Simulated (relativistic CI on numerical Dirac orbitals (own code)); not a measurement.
**Line list: Electric-dipole lines, Cd²³⁺**

Calculated at this level of theory: Dirac-Coulomb-Breit CI, orbitals from a KLI potential per configuration, a model potential for QED, unscaled Slater integrals (own radial code, finite nucleus).

Configuration list (outside the closed core [Ne]): 3s²3p⁶3d⁷, 3s²3p⁵3d⁸, 3s²3p⁴3d⁹, 3s3p⁶3d⁸, 3p⁶3d⁹, 3s3p⁵3d⁹, 3s²3p⁶3d⁶4s, 3s²3p⁶3d⁶4p, 3s²3p⁶3d⁶4d, 3s²3p⁴3d⁸4s, 3s²3p⁶3d⁶4f, 3s²3p⁵3d⁷4s, 3s²3p⁴3d⁸4p, 3s²3p⁶3d⁵4s², 3s²3p⁵3d⁷4p, 3s²3p⁶3d⁵4s4p, 3s²3p⁴3d⁸4d, 3s3p⁵3d⁸4s, 3s²3p⁶3d⁶5s, 3s²3p⁶3d⁵4p², 3s3p⁵3d⁸4p, 3s²3p⁶3d⁶5p, 3s²3p⁵3d⁷4d, 3s²3p⁶3d⁵4s4d, 3s3p⁶3d⁷4s, 3s²3p⁶3d⁶5d, 3s3p⁵3d⁸4d, 3p⁶3d⁸4s, 3s3p⁶3d⁷4p, 3s²3p⁵3d⁶4s², 3s²3p⁶3d⁶5f, 3s²3p⁶3d⁶5g, 3p⁶3d⁸4p, 3s²3p⁶3d⁶6s, 3s²3p⁶3d⁶6p, 3p⁶3d⁸4d. Levels of other configurations are missing.

```tsv
λ vac (nm)	Lower	Upper	A (s⁻¹)	log gf	S velocity/length
2.3976	3s²3p⁶3d⁷ ⁴F9/2 [1]	3s²3p⁶3d⁶4p ⁴G°11/2 [190]	6.57e+11	-0.17	0.92
2.4000	3s²3p⁶3d⁷ ⁴F9/2 [1]	3s²3p⁶3d⁶4p ⁴F°9/2 [187]	5.24e+11	-0.34	0.96
2.4089	3s²3p⁶3d⁷ ²H11/2 [9]	3s²3p⁶3d⁶4p ²H°11/2 [249]	1.18e+12	0.09	0.95
5.0360	3s²3p⁶3d⁷ ²H9/2 [14]	3s²3p⁵3d⁸ ²F°7/2 [62]	1.01e+12	0.49	0.64
5.1014	3s²3p⁶3d⁷ ²H11/2 [9]	3s²3p⁵3d⁸ ²G°9/2 [58]	1.18e+12	0.66	0.62
5.1216	3s²3p⁶3d⁷ ²G7/2 [10]	3s²3p⁵3d⁸ ²F°5/2 [57]	8.66e+11	0.31	0.64
5.1504	3s²3p⁶3d⁷ ²F7/2 [17]	3s²3p⁵3d⁸ ²D°5/2 [61]	8.01e+11	0.28	0.67
5.2483	3s²3p⁵3d⁸ ²F°7/2 [62]	3s²3p⁴3d⁹ ²D5/2 [170]	1.53e+12	0.58	0.78
5.2665	3s²3p⁶3d⁷ ²D5/2 [19]	3s²3p⁵3d⁸ ²P°3/2 [63]	7.99e+11	0.12	0.73
5.2839	3s²3p⁵3d⁸ ²H°11/2 [36]	3s²3p⁴3d⁹ ²G9/2 [96]	7.98e+11	0.52	0.75
5.2877	3s²3p⁶3d⁷ ²G9/2 [7]	3s²3p⁵3d⁸ ⁴D°7/2 [51]	6.16e+11	0.31	0.63
5.4402	3s²3p⁶3d⁷ ²H9/2 [14]	3s²3p⁵3d⁸ ²H°9/2 [55]	2.40e+11	0.03	0.68
5.5924	3s²3p⁶3d⁷ ⁴F7/2 [2]	3s²3p⁵3d⁸ ²G°7/2 [44]	1.33e+11	-0.30	0.70
5.6417	3s²3p⁶3d⁷ ⁴F9/2 [1]	3s²3p⁵3d⁸ ²F°7/2 [40]	1.37e+11	-0.28	0.63
5.6741	3s²3p⁶3d⁷ ⁴F3/2 [5]	3s²3p⁵3d⁸ ²D°3/2 [47]	3.33e+11	-0.19	0.73
5.7454	3s²3p⁶3d⁷ ²G9/2 [7]	3s²3p⁵3d⁸ ²G°7/2 [44]	3.13e+11	0.09	0.61
5.7511	3s²3p⁵3d⁸ ²G°9/2 [58]	3s²3p⁴3d⁹ ²F7/2 [119]	1.50e+12	0.78	0.76
5.8238	3s²3p⁶3d⁷ ⁴F7/2 [2]	3s²3p⁵3d⁸ ⁴D°5/2 [38]	2.11e+11	-0.19	0.62
5.8497	3s²3p⁶3d⁷ ⁴F5/2 [4]	3s²3p⁵3d⁸ ⁴D°5/2 [38]	2.26e+11	-0.16	0.70
5.9509	3s²3p⁶3d⁷ ⁴F9/2 [1]	3s²3p⁵3d⁸ ⁴D°7/2 [29]	4.35e+11	0.27	0.62
6.0055	3s²3p⁶3d⁷ ²G9/2 [7]	3s²3p⁵3d⁸ ²G°9/2 [37]	1.61e+11	-0.06	0.67
6.0101	3s²3p⁶3d⁷ ⁴F5/2 [4]	3s²3p⁵3d⁸ ⁴F°3/2 [34]	3.09e+11	-0.17	0.66
6.0332	3s²3p⁶3d⁷ ⁴F7/2 [2]	3s²3p⁵3d⁸ ⁴F°5/2 [31]	2.41e+11	-0.10	0.65
6.0988	3s²3p⁵3d⁸ ²G°9/2 [24]	3s²3p⁴3d⁹ ⁴D7/2 [82]	3.68e+11	0.22	0.80
6.1144	3s²3p⁶3d⁷ ⁴F9/2 [1]	3s²3p⁵3d⁸ ²G°9/2 [24]	2.07e+11	0.06	0.68
6.1279	3s²3p⁶3d⁷ ²H11/2 [9]	3s²3p⁵3d⁸ ²G°9/2 [37]	1.72e+11	-0.02	0.59
6.2231	3s²3p⁶3d⁷ ²H11/2 [9]	3s²3p⁵3d⁸ ²H°11/2 [36]	1.71e+11	0.08	0.62
6.2649	3s²3p⁶3d⁷ ⁴F7/2 [2]	3s²3p⁵3d⁸ ⁴D°7/2 [26]	1.48e+11	-0.16	0.67
6.2791	3s²3p⁶3d⁷ ⁴F9/2 [1]	3s²3p⁵3d⁸ ⁴G°9/2 [23]	1.36e+11	-0.10	0.70
7.4928	3s²3p⁵3d⁸ ⁴G°11/2 [20]	3s3p⁶3d⁸ ⁴F9/2 [65]	2.26e+11	0.28	0.77
```

Terms are leading LS components. Brackets give the number of a level in order of energy, since labels repeat. The list gives strong lines, with weight on those to low levels, among the lowest 400 of 9626 levels, so that lines to higher ones, which can be the strongest, are missing. Levels whose partners in the same complex of configurations lie outside the list can be far off, and so can their lines. Rates are taken at the computed energies, electric ones in the length gauge. A velocity-to-length ratio far from 1 marks an uncertain rate.

At this charge energies of transitions that change n are usually good to better than 1 %, and those within a shell (Δn = 0) to a few per cent. Terms inside the open d or f shell come out 10 to 20 % too wide with unscaled integrals.

LS names give the leading component of a level, which can be under half, so a name can repeat, a term be missing and a line seem to break the LS rules.
